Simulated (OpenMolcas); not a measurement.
# F5+: RASPT2 settings compared

```
Program             : OpenMolcas 26.06
Basis               : ANO-RCC-VQZP [5s4p3d2f1g]
Scalar Hamiltonian  : DKH2, point nucleus
Active space        : 2 electrons in 9 orbitals (RAS2 2s 2p; RAS3 3d, at most 2 electrons)
State averaging     : 2S+1 = 1 even, 1 root; 2S+1 = 1 odd, 3 roots; 2S+1 = 3 odd, 3 roots kept (CI in the orbitals of an earlier block)
Spin-orbit coupling : RASSI with atomic mean-field integrals over the reference wave functions, term energies averaged over their components
```

Methods on the same reference wave functions:
A. RASSCF
B. SS-RASPT2, IPEA 0.3 Eh, real shift 0.05 Eh (closed shells correlated: 1s)
C. SS-RASPT2, IPEA 0.6 Eh, no level shift (closed shells correlated: none)
D. SS-RASPT2, IPEA 0 Eh, no level shift (closed shells correlated: none)

Energies in cm-1 above 2s2 1S0, the measured ground level; measured values from Moore, Atomic Energy Levels, vol. I, NSRDS-NBS 35 (1971 reprint of NBS Circular 467, 1949).

```
      Level       A       B       C       D  Measured
    2s2 1S0     0.0     0.0     0.0     0.0       0.0
2s 2p 3P* 0   98452   96580   97386   97372          
2s 2p 3P* 1   98735   96863   97669   97655     96861
2s 2p 3P* 2   99307   97434   98241   98226     97437
2s 2p 1P* 1  190755  187901  189097  189078
```

Deviations, from unrounded energies. A percentage is the sum of absolute deviations over the sum of measured energies, with the sign that they share, or ± where signs differ.

| Against measurement | Levels | A | B | C | D |
| --- | --- | --- | --- | --- | --- |
| mean absolute deviation (cm-1) | 2 | 1900 | 2.3 | 810 | 790 |
| other configurations (%) | 2 | +1.9 | ±0.0 | +0.8 | +0.8 |

B lies closest to measurement on these levels and A furthest from it. The largest miss of B in the table is 2s 2p 3P* 2, by -2 cm-1. The ranking rests on the paired levels alone, and a cruder setting can come out closer through cancelling errors.

Among B to D the level of the table that moves most is 2s 2p 1P* 1, by 1200 cm-1 (lowest in B, highest in C).

The lowest spin-free term lies below A's lowest term by 0.009 hartree in B, 0.002 hartree in C, 0.002 hartree in D.

Terms from blocks run as CI alone lack orbitals of their own. Active for correlation alone: 3d; no level in the range computed is led by a configuration that fills it, so any true level of that kind is missing. Computed and measured levels are paired by configuration, term and J; levels that our copy of the source lacks, or whose pairing is in doubt (as where it misses far off the trend of its configuration), stay unpaired and out of the deviations. Levels of configurations outside the active space are missing.

* marks odd parity.
